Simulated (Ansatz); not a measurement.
`C=NCS[SiH3]` + `C[CH2][AlH][OH]` → `C[CH2][AlH][O][SiH3]` + `C=NCS`  (ligand exchange at the Si–S bond)

Program: Ansatz. Geometries: PBE0-D4/def2-TZVP. ΔE: electronic, gas phase. CCSD(T)/CBS is the MP2 limit (def2-TZVPP, def2-QZVPP) plus CCSD(T) − MP2 in def2-TZVPP, frozen cores. DFT in def2-TZVPP. Each species was taken in one conformer, which may not be the lowest.

`C=NCS[SiH3]`:

```xyz
12

C    -1.116   -1.615   -0.823
N    -0.812   -0.535   -0.255
C    -0.204   -0.594    1.042
S     1.472    0.122    0.981
Si    1.054    1.797   -0.284
H    -1.565   -1.586   -1.814
H    -0.947   -2.600   -0.369
H    -0.804    0.000    1.735
H    -0.095   -1.613    1.436
H     2.260    2.651   -0.126
H     0.905    1.447   -1.717
H    -0.148    2.527    0.193
```

`C[CH2][AlH][OH]`:

```xyz
11

C    -0.871   -0.133   -1.086
C     0.597   -0.172   -0.662
Al    0.960    0.151    1.234
O    -0.302    0.465    2.330
H    -1.328    0.838   -0.876
H    -0.999   -0.321   -2.156
H    -1.465   -0.885   -0.557
H     1.178    0.559   -1.240
H     1.043   -1.140   -0.926
H     2.410    0.143    1.868
H    -1.222    0.496    2.072
```

`C[CH2][AlH][O][SiH3]`:

```xyz
14

C     0.187    1.479   -1.167
C     1.316    0.448   -1.195
Al    1.129   -1.066    0.020
O    -0.240   -1.175    1.003
Si   -1.652   -0.969    1.774
H     0.359    2.296   -1.874
H     0.074    1.926   -0.176
H    -0.777    1.029   -1.418
H     2.280    0.929   -0.979
H     1.440    0.044   -2.209
H     2.194   -2.230    0.156
H    -2.401    0.189    1.211
H    -1.413   -0.716    3.221
H    -2.495   -2.186    1.633
```

`C=NCS`:

Z-matrix (Å, degrees):
```
C
N 1 1.437
S 1 1.811 2 111.7
H 1 1.091 2 108.8 3 120.4
H 1 1.100 2 113.6 3 -118.4
C 2 1.259 1 117.6 3 113.5
H 3 1.343 1 95.9 2 59.7
H 6 1.099 2 123.3 1 0.1
H 6 1.089 2 119.3 1 -179.7
```

| level | ΔE (kJ/mol) |
| --- | --- |
| r2SCANh-D4 | -49.0 |
| r2SCAN0-D4 | -50.7 |

(1) What does CCSD(T)/CBS give? (Estimate.)

Largest T1 diagnostic among the species: 0.012.

Answers

(1) The calculation gave: -51.3 kJ/mol. The listed levels differ from it by 2.3, 0.6 kJ/mol.

The D4 term adds +4.8 kJ/mol with B3LYP and +2.3 kJ/mol with PBE0; it sums over pairs of atoms, weighted by their polarisabilities, and B3LYP, whose exchange is more repulsive, gets the larger term. From PBE to PBE0 (25 % exact exchange), in def2-TZVPP and without D4, ΔE moves by −6.2 kJ/mol. Leaving LDA and LC-ωPBE aside and taking each functional with its dispersion term where it has one, the values, not all of them listed here, spread over 30.3 kJ/mol, from BHLYP-D4 to revPBE-D4.

B3LYP here is the variant with VWN-RPA as its local correlation; programs differ in this.
